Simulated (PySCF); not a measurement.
CH₈FNOSi₂, SMILES F[Si@H](N)[SiH2]OC.

Geometry optimised at PBE0-D3(BJ)/def2-SVP. The structure was generated by enumeration; whether it is a known compound was not checked. The values are those of a single conformer.

Two levels are set side by side: PBE/def2-TZVP (PySCF) and r2SCAN/def2-TZVP (PySCF). Same geometry, gas phase. Differences are taken from unrounded values.

```csv
quantity,r2SCAN,PBE,PBE minus r2SCAN
orbital gap (eV),5.96,5.32,-0.64
highest occupied level (eV),-6.87,-6.55,0.32
lowest empty level (eV),-0.91,-1.23,-0.32
dipole moment (D),1.95,1.93,-0.02
mean polarisability (bohr³),76.5,79.4,2.9
```

Rough cost on one machine, each run with all the roots and properties that it gave: r2SCAN against PBE about 3 times.
